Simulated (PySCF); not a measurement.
# YbF2 relaxed at several levels

Computed with PySCF 2.14.0, PBE0, def2-SVP on the ligands, density fitting, scalar-relativistic core potentials, no spin-orbit coupling, vacuum. Each row is relaxed at its own level from the same template. Distances are means of the shortest metal–ligand contacts, charges and spins Mulliken's; removal energies are rigid, with the ligand's formal charge and no counterpoise, so too large; for an anion taken off a cation in vacuum most of it is the attraction of opposite charges, and multiply charged cations can part far more cheaply with an electron moved from ligand to metal. lcecp potentials hold a fixed number of 4f electrons in the core, out of states, spins and gaps.

```tsv
level	basis on the metal	point group	M–F (Å)	charge on M (e)	dipole (D)	HOMO–LUMO gap (eV)	removal of one F (eV)	strongest infrared band, degenerate modes summed (cm⁻¹)	unstable modes (below −25 cm⁻¹)
PBE0	lcecp-0-SVP with ECP60	C2v	2.080	1.09	5.65	–	10.11	512	0
```

**Question.** What does the calculation give for PBE0, def2-SVP with ECP28?

**Answer.** point group: C2v, M–F (Å): 2.008, charge on M (e): 1.06, dipole (D): 6.00, HOMO–LUMO gap (eV): 2.99, removal of one F (eV): 10.16, strongest infrared band, degenerate modes summed (cm⁻¹): 533, unstable modes (below −25 cm⁻¹): 0.
```xyz
3

Yb    0.0000    0.0000   -0.2278
F     1.7451    0.0000    0.7656
F    -1.7451    0.0000    0.7656
```

One start shape was tried for each, so a minimum needn't be the lowest isomer.
